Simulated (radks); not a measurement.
Problem. Coherent X-ray form factor from a spherical all-electron density. Method: non-relativistic Kohn-Sham, Slater X-alpha with alpha = 0.679, spin-polarised, spherical densities, point nucleus; computed with a radial shooting solver on a logarithmic mesh with Libxc functionals.

sin(theta)/lambda (1/angstrom)  f0 (electrons)
0.05                                    19.476
0.1                                     18.196
0.15                                    16.663
0.2                                     15.148
0.25                                    13.719
0.3                                     12.401
0.4                                     10.211
0.5                                      8.677
0.6                                      7.668
0.8                                      6.428
1                                        5.459
1.25                                     4.306
1.5                                      3.319
2                                        2.074

The species is in the configuration that NIST lists as its ground one. Which atom or ion scatters so?

Solution. The scandium ion Sc+, [Ar] 3d1 4s1. Extrapolating in s^2 from the first two rows gives f0(0) = 19.9, near the electron count 20; among species with that count, the fall with angle is slower the higher Z, and the table is that of Z = 21; from so few rows the species is fixed only to a neighbour or two.
